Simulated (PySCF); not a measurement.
## As(20+): ionisation energy

As(20+) [Ne] 3s2 3p1 [3p1/2^1, M_J = 1/2] → As(21+) [Ne] 3s2, as a difference of total energies. All numbers are calculated (PySCF 2.14, the two-component X2C-1e Hamiltonian, in an even-tempered Gaussian basis (19 s from 2.3 bohr⁻², ratio 2.4; 13 p from 2.9 bohr⁻², ratio 2.4; 5 d from 11 bohr⁻², ratio 2.6; 4 f from 17 bohr⁻², ratio 2.6)). Correlated levels: 1s2 frozen; the 52 highest virtual spinors dropped. "Screened" scales the spin-orbit matrix elements by Boettger's factors to mimic the two-electron term; Breit and QED terms are absent.

```csv
method,ionisation energy (eV)
GHF (spin-free),813.49
GMP2 (spin-free),813.90
GHF (screened spin-orbit),819.00
GMP2 (screened spin-orbit),819.44
```

How much does correlation contribute at GMP2 (screened spin-orbit)?

819.44 − (819.00) = 0.44 eV, measured against GHF (screened spin-orbit).

Breit and QED terms and the two-electron picture change are absent.

The spin-free rows lack the spin-orbit shift.

For comparison: 814 ± 4 eV (semi-empirical (NIST evaluation); NIST Atomic Spectra Database, ionization energies).
